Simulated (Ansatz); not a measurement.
`N#CO[SiH3]` and `N#COCN` differ in one atom or group.

Ansatz, PBE0-D4/def2-TZVP geometries, multiplicity 1. Each molecule was computed in one conformer, which needn't be the lowest.

```json
{"property": "zero-point energy (PBE0-D4/def2-TZVP) / kJ/mol", "`N#CO[SiH3]`": "100.1"}
{"property": "HOMO–LUMO gap (PBE/def2-TZVPP) / eV", "`N#CO[SiH3]`": "5.49"}
{"property": "size of the dipole moment (PBE/def2-TZVPP) / D", "`N#CO[SiH3]`": "4.60"}
{"property": "LUMO energy (PBE/def2-TZVPP) / eV", "`N#CO[SiH3]`": "-1.88"}
{"property": "HOMO energy (PBE0/def2-TZVPP) / eV", "`N#CO[SiH3]`": "-8.78"}
{"property": "HOMO–LUMO gap (ωB97M-V/def2-TZVPP) / eV", "`N#CO[SiH3]`": "11.85"}
```

**Question.** What does the change do to each property? (Best estimate.)

**Answer.** Computed: 
```tsv
property	`N#COCN`	shift
zero-point energy (PBE0-D4/def2-TZVP) / kJ/mol	180.2	80.1
HOMO–LUMO gap (PBE/def2-TZVPP) / eV	6.47	0.98
size of the dipole moment (PBE/def2-TZVPP) / D	5.18	0.58
LUMO energy (PBE/def2-TZVPP) / eV	-0.33	1.55
HOMO energy (PBE0/def2-TZVPP) / eV	-8.27	0.51
HOMO–LUMO gap (ωB97M-V/def2-TZVPP) / eV	12.50	0.65
```

With PBE0 the HOMO rises by 0.51 eV and the LUMO rises by 1.50 eV, so the gap widens by about 0.99 eV. PBE moves the HOMO by 0.57 eV and ωB97M-V by 0.50 eV. The zero-point energy changes by 80.1 kJ/mol with +6 modes. Dipoles are sizes alone; their direction can turn.
